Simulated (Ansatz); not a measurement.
C4H6BF can be A, `C/C=C1\CB1F`, or B, `CC1=CB(F)C1`.

Calculated with Ansatz (gas phase, PBE0-D4/def2-TZVP geometries, no zero-point term in ΔE). CCSD(T)/CBS adds triple-zeta CCSD(T) − MP2 to the extrapolated MP2 energy (def2 sets, frozen cores). Functionals use def2-TZVPP. B3LYP here is the variant with VWN-RPA as its local correlation; programs differ in this.

Which is lower in electronic energy at CCSD(T)/CBS, and by how much? (Estimate.)

The calculation gave: B, by 127.7 kJ/mol.

Give E(B) − E(A) in kJ/mol with CCSD/def2-TZVPP, PBE0-D4, B3LYP-D4, HF/def2-TZVPP, ωB97M-V, CCSD(T)/def2-TZVPP, r2SCAN-D4. (Best estimate.)

Ansatz gave: CCSD/def2-TZVPP -130.3, PBE0-D4 -122.1, B3LYP-D4 -113.2, HF/def2-TZVPP -136.3, ωB97M-V -126.4, CCSD(T)/def2-TZVPP -128.9, r2SCAN-D4 -113.8. None reverses the order clearly.

Largest T1 diagnostic: 0.012.

In def2-TZVPP, CCSD(T) changes the Hartree–Fock value by +7.4 kJ/mol (the triples alone add +1.4 kJ/mol) and MP2 by +4.9 kJ/mol. From PBE to PBE0 (25 % exact exchange), in def2-TZVPP and without D4, E(B) − E(A) moves by −11.4 kJ/mol.
